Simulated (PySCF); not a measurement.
CH5AlO, SMILES C[O][AlH2]. Geometry optimised at B3LYP-D3(BJ)/def2-TZVP.

**Question.** Give the equilibrium geometry at B3LYP-D3(BJ)/def2-TZVP (PySCF confirms it by a frequency run) as Cartesian coordinates in Å, and its point group. (Estimate from the structure and the level; the computed values follow.)

**Answer.** point group Cs.
```xyz
8

Al    -0.0885    -1.1939     0.0000
H      1.0176    -2.3094     0.0000
H     -1.6444    -1.4659     0.0000
O      0.4603     0.4037     0.0000
C     -0.1583     1.6677     0.0000
H     -1.2522     1.5967     0.0000
H      0.1486     2.2319     0.8850
H      0.1486     2.2319    -0.8850
```
